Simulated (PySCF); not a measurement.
C₆ coefficients of unlike pairs at B3LYP

Calculated with PySCF 2.14 from the dipole response of each species, C₆(A,B) = (3/π) ∫ α_A(iu) α_B(iu) du, in atomic units, from isotropic polarisabilities. For ions this is the dispersion term alone; charge-induced terms of lower order in 1/R come first.

```
species       configuration                                                                            basis      relativity  α (bohr³)  C₆ (like pair)
   As³⁺  [Ar] 3d10 4s2 (1S)                                          aug-cc-pVTZ-PP with ECP10MDF (6s5p4d2f)  core potential      6.723           19.75
   Tc²⁺       [Kr] 4d5 (6S)                                        aug-cc-pwCVDZ-PP with ECP28MDF (6s6p5d3f)  core potential      8.925           47.90
    F²⁺   [He] 2s2 2p3 (4S)  aug-cc-pCVTZ-DK with one added diffuse shell each of s, p, d, f type (8s7p5d3f)   spin-free X2C      1.222           1.552
      O   [He] 2s2 2p4 (3P)                                                             dyall-av2z (11s7p2d)            none      4.584           13.35
```

Task: Estimate C₆ for F²⁺ with As³⁺.

Result: The integral gives 5.046. The combination rule 2 C_A C_B / (C_A α_B/α_A + C_B α_A/α_B) gives 5.056 and the geometric mean 5.537.

No spin-orbit coupling is included.

The other pairs:

| pair | C₆ |
| --- | --- |
| O, Tc²⁺ | 25.27 |
| Tc²⁺, As³⁺ | 30.13 |
| O, As³⁺ | 15.89 |
| O, F²⁺ | 4.428 |
| F²⁺, Tc²⁺ | 8.393 |
